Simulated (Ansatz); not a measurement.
Si₅₁H₅₂, a nanocrystal cut from cubic silicon, relaxed as a singlet with RKS r2SCAN-D4/def2-SVP in Ansatz, starting from a model built from a lattice or polyhedron. Force threshold 0.03 eV/Å.

Single mean-field runs in def2-SVP are fitted with def2-universal-jkfit.

Start:

```xyz
103

Si    0.564   -5.734    0.375
Si   -0.276   -4.316   -3.093
Si   -2.682   -4.238    1.774
Si   -3.497   -2.793   -1.681
Si    3.114   -3.512   -1.437
Si    0.704   -3.422    3.433
Si    3.237   -1.197    1.631
Si    2.265   -2.055   -4.887
Si   -0.951   -0.602   -3.493
Si    2.407    0.250   -1.831
Si    1.619    1.709   -5.287
Si   -0.124   -1.960   -0.016
Si   -3.355   -0.501    1.381
Si    0.018    0.316    3.030
Si   -0.817    1.755   -0.428
Si   -2.539   -1.918    4.828
Si   -3.251    1.850    4.433
Si   -1.664    3.197   -3.909
Si   -4.182    0.960   -2.071
Si   -4.053    3.263    0.971
Si    5.786    1.062   -0.185
Si    1.707    3.995   -2.246
Si    2.544    2.578    1.204
Si   -0.711    4.092    2.619
Si   -1.544    5.514   -0.838
Si    2.881   -5.352   -0.026
Si    2.033   -3.927   -3.462
Si   -0.354   -3.862    1.382
Si   -1.204   -2.395   -2.084
Si   -3.757   -4.653   -0.268
Si   -3.619   -2.327    2.789
Si   -4.448   -0.897   -0.712
Si    2.168   -1.608   -0.434
Si    5.532   -0.801    1.263
Si    4.685    0.643   -2.205
Si    3.009   -3.047    3.035
Si   -0.237   -1.513    4.447
Si    2.284    0.710    2.660
Si    1.339   -0.167   -3.887
Si   -1.897    1.340   -2.461
Si    1.505    2.155   -0.836
Si    0.617    3.615   -4.307
Si   -1.092   -0.107    0.967
Si   -4.326    1.405    2.393
Si   -0.960    2.217    4.041
Si   -1.778    3.645    0.569
Si   -3.477   -0.034    5.841
Si   -5.137    2.870   -1.073
Si    4.838    2.958    0.845
Si    0.768    5.910   -1.236
Si    1.606    4.470    2.236
H    -0.106   -6.019   -0.867
H     0.420   -6.906    1.214
H    -0.418   -5.446   -2.224
H    -0.931   -4.572   -4.345
H    -2.844   -5.358    2.642
H    -4.163   -3.065   -2.953
H     4.525   -3.262   -1.664
H     0.524   -4.590    4.290
H     1.598   -2.331   -6.144
H     3.707   -1.818   -5.142
H    -1.600   -0.769   -4.764
H     0.926    1.423   -6.581
H     2.997    1.928   -5.513
H    -2.662   -3.076    5.728
H    -3.857    2.992    5.048
H    -2.315    2.941   -5.124
H    -2.217    4.387   -3.251
H    -4.857    0.689   -3.373
H    -4.631    4.457    1.602
H     7.205    1.298   -0.406
H     3.130    4.237   -2.489
H    -1.288    5.240    3.250
H    -2.195    5.257   -2.084
H    -2.112    6.681   -0.218
H     3.455   -6.546   -0.625
H     3.524   -5.121    1.255
H     2.644   -5.089   -4.124
H    -3.151   -5.818   -0.917
H    -5.138   -4.890   -0.043
H    -5.032   -2.578    3.030
H    -5.888   -1.145   -0.461
H     6.100   -1.983    0.607
H     6.200   -0.539    2.510
H     5.296   -0.533   -2.828
H     4.864    1.772   -3.087
H     3.586   -4.209    2.415
H     3.683   -2.792    4.309
H     0.426   -1.286    5.719
H     2.948    0.976    3.891
H     0.799    4.728   -5.192
H    -5.698    1.210    2.628
H    -0.271    2.490    5.288
H    -4.910   -0.247    6.078
H    -2.833    0.235    7.095
H    -6.554    2.622   -0.849
H    -4.994    3.979   -1.967
H     5.494    3.228    2.119
H     4.988    4.105   -0.042
H     1.413    6.185    0.030
H     0.917    7.041   -2.101
H     2.247    4.716    3.498
H     1.751    5.629    1.379
```

**Question.** Estimate the energy that the relaxation releases and the steps that it takes.

**Answer.** 2.87 eV, in 5 steps; 50 s on 11 threads of AMD EPYC 7R13 on a shared host and a whole NVIDIA H100 80GB HBM3. No frequencies were taken in this run, so the end may be a saddle point.

**Question.** Does the start keep its bonding?

**Answer.** By distances, no bond broke or formed. The bond that changes most is Si18–H67, from 1.40 to 1.50 Å (atoms count from 1).

**Question.** Predict the relaxed structure.

**Answer.** 
```xyz
103

Si    0.634   -5.810    0.578
Si   -0.288   -4.226   -3.286
Si   -2.644   -4.239    1.782
Si   -3.495   -2.809   -1.685
Si    3.085   -3.527   -1.470
Si    0.705   -3.408    3.480
Si    3.251   -1.203    1.634
Si    2.311   -2.040   -4.921
Si   -0.944   -0.549   -3.473
Si    2.419    0.254   -1.827
Si    1.622    1.672   -5.320
Si   -0.114   -2.009   -0.036
Si   -3.360   -0.479    1.361
Si   -0.007    0.324    3.023
Si   -0.820    1.784   -0.443
Si   -2.572   -1.910    4.851
Si   -3.267    1.821    4.450
Si   -1.648    3.076   -4.069
Si   -4.199    0.972   -2.091
Si   -4.046    3.289    0.974
Si    5.798    1.060   -0.179
Si    1.680    4.012   -2.281
Si    2.545    2.590    1.226
Si   -0.687    4.072    2.676
Si   -1.499    5.642   -0.650
Si    2.836   -5.493   -0.199
Si    2.031   -3.915   -3.538
Si   -0.350   -3.845    1.421
Si   -1.207   -2.427   -2.080
Si   -3.722   -4.674   -0.266
Si   -3.612   -2.339    2.783
Si   -4.446   -0.901   -0.684
Si    2.173   -1.626   -0.417
Si    5.534   -0.796    1.244
Si    4.706    0.638   -2.218
Si    2.994   -2.922    3.220
Si   -0.284   -1.518    4.463
Si    2.283    0.707    2.615
Si    1.345   -0.166   -3.881
Si   -1.911    1.356   -2.486
Si    1.467    2.170   -0.825
Si    0.638    3.565   -4.343
Si   -1.072   -0.096    0.966
Si   -4.311    1.419    2.380
Si   -0.976    2.200    4.064
Si   -1.750    3.673    0.613
Si   -3.546   -0.030    5.873
Si   -5.129    2.881   -1.077
Si    4.837    2.951    0.841
Si    0.699    5.977   -1.433
Si    1.632    4.391    2.435
H    -0.202   -6.381   -0.523
H     0.655   -6.812    1.694
H    -0.600   -5.545   -2.654
H    -0.920   -4.210   -4.647
H    -2.795   -5.418    2.700
H    -4.169   -3.078   -3.001
H     4.548   -3.296   -1.723
H     0.516   -4.606    4.365
H     1.631   -2.261   -6.239
H     3.764   -1.778   -5.180
H    -1.642   -0.818   -4.776
H     0.963    1.361   -6.630
H     3.082    1.898   -5.569
H    -2.716   -3.118    5.733
H    -3.866    3.051    5.071
H    -2.184    2.560   -5.372
H    -2.430    4.299   -3.708
H    -4.873    0.707   -3.407
H    -4.641    4.499    1.636
H     7.260    1.306   -0.424
H     3.138    4.270   -2.537
H    -1.325    5.280    3.304
H    -2.441    5.640   -1.812
H    -1.877    6.792    0.235
H     3.206   -6.654   -1.075
H     3.773   -5.488    0.967
H     2.643   -5.135   -4.165
H    -3.129   -5.885   -0.921
H    -5.174   -4.944   -0.013
H    -5.081   -2.571    2.996
H    -5.903   -1.143   -0.409
H     6.160   -2.011    0.627
H     6.215   -0.535    2.553
H     5.308   -0.564   -2.882
H     4.866    1.809   -3.139
H     3.793   -4.135    2.862
H     3.518   -2.397    4.524
H     0.403   -1.201    5.762
H     2.974    0.976    3.922
H     0.798    4.767   -5.230
H    -5.774    1.151    2.596
H    -0.272    2.421    5.373
H    -5.004   -0.275    6.121
H    -2.881    0.235    7.190
H    -6.591    2.662   -0.829
H    -4.982    4.063   -1.988
H     5.515    3.222    2.150
H     5.014    4.154   -0.034
H     1.532    6.550   -0.331
H     0.661    6.983   -2.545
H     2.258    4.363    3.798
H     1.962    5.708    1.807
```
Bond lengths: 76 × Si–Si 2.35 to 2.36 Å; 52 × H–Si 1.50 Å.
